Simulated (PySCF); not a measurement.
YOBr, SMILES [O]=[Y][Br].

Geometry optimised at PBE-D3(BJ)/def2-TZVP. The def2 effective core potentials stand for the cores of Y; spin–orbit coupling is left out.

Computed with PBE/def2-TZVPD (PySCF).

Symmetry labels are those of the subgroup Cs that the program uses (full group Cs).

Task: List the valence orbital energies around the gap with their symmetry. (The exact figures need the calculation; the answer reports its results.)

Result: 
```csv
orbital,symmetry,energy (eV)
HOMO−7,A',-19.21
HOMO−6,A',-17.71
HOMO−5,A',-7.27
HOMO−4,A',-6.64
HOMO−3,A",-6.64
HOMO−2,A",-6.31
HOMO−1,A',-6.20
HOMO,A',-5.78
LUMO,A',-3.22
LUMO+1,A",-2.08
LUMO+2,A',-2.08
LUMO+3,A",-1.01
```
